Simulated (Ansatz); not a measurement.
Species: PbI₂, charge 0, multiplicity 3. This is an excited triplet: at this geometry the singlet lies 2.32 eV lower at RI-MP2/CBS(def2-TZVPPD,def2-QZVPPD)+[CCSD(T)-MP2]/def2-TZVPPD. 
Coordinates optimised at B3LYP-D3(BJ)/def2-TZVP (Ansatz, an electronic-structure program):
SMILES: [Pb]([I])[I]
```xyz
3

Pb     0.0198     0.0035     0.7627
I      1.2519    -2.2307    -0.6125
I     -1.2825     2.2252    -0.5675
```
Charge 0, spin multiplicity 3.

Dipole moments at this geometry, in debye (magnitudes).

```tsv
level	program	dipole (D)
BLYP/def2-TZVPD	Ansatz	1.04
B97M-V/def2-TZVPD	Ansatz	1.18
LC-wPBE/def2-TZVPD	Ansatz	1.62
wB97M-V/def2-TZVPD	Ansatz	1.49
CCSD(T)/def2-SVPD	Ansatz	[?]
```

Question: Fill in the missing entries.

Answer: 
- CCSD(T)/def2-SVPD, dipole (D): 1.40
